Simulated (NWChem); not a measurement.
Basis-set dependence for CH₃OS

```xyz
6

C      0.3118    -1.3914     0.0000
S     -0.5096     0.2193     0.0000
O      0.6088     1.2468     0.0000
H      0.9381    -1.4816    -0.8994
H     -0.4630    -2.1725     0.0000
H      0.9381    -1.4816     0.8994
```
Charge 0, spin multiplicity 2.

The numbers come from NWChem runs, not from measurements. Structure: optimised with UPBE0/def2-SVP, a minimum by its harmonic frequencies.

Hartree-Fock energies in Ha, correlation energies in mHa.

The correlated methods keep 7 core orbitals frozen. The Pople sets run with spherical d functions. The structure started from a generated list of species. The unpaired electrons of the parent sit in orbitals of symmetry a" (Cs labels of the run); other states weren't searched. No SCF solution was tested for a lower state. Open-shell Hartree-Fock references start from PBE0 orbitals.

```
basis     functions         UHF    UMP2  SCS-UMP2  URI-MP2
--------  ---------  ----------  ------  --------  -------
cc-pVDZ          61  -511.95797  -440.9    -432.1   -441.0
6-311G**         80  -511.98747  -463.2    -454.9  not run
cc-pVTZ         136  -512.02676  -567.3    -560.6   -567.3
```

From 6-311G** to cc-pVTZ the Hartree-Fock energy moves by -39.3 mHa and the UMP2 correlation energy by -104.1 mHa, which is 18 % of its value in the larger set.
